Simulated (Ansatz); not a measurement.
Species: CNS, SMILES `N#C[S]` (charge 0, multiplicity 2), formula CNS.

How many basis functions does frozen-core CCSD(T)/cc-pVTZ // PBE-D3(BJ)/def2-TZVP (Ansatz, a first-principles code) use, how many core orbitals are frozen, and how many electrons are correlated?

94 basis functions and 7 frozen orbitals, which leaves 15 correlated electrons. Core time is of the order of seconds.
